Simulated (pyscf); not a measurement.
Optimised with ωB97X-D3(BJ)/def2-SVP in PySCF. MP2 and CC: frozen core, UHF for open shells. ΔMP2 is the change of the MP2 total energy from the triple- to the quadruple-zeta basis.

Question: What is the homolytic dissociation enthalpy (298 K, CCSD(T)/def2-TZVPP + ΔMP2(QZVPP)) of the Se–Se bond of `[SeH][SeH]`, to SeH• + SeH•?

Answer: Se–Se to SeH• + SeH•: 231.4 kJ/mol. The CCSD(T) − MP2 part came from Ansatz, without density fitting, on the same reference. The frozen core leaves the outer d or s,p core shells of the metals and heavy elements correlated in the MP2 and CC values, and def2-TZVPP describes them poorly, which can shift differences by a few kcal/mol. Left out: the spin-orbit lowering of SeH, which is large for Br, Se, Te and I. Elements up to Kr have no core potential and no relativistic terms here.
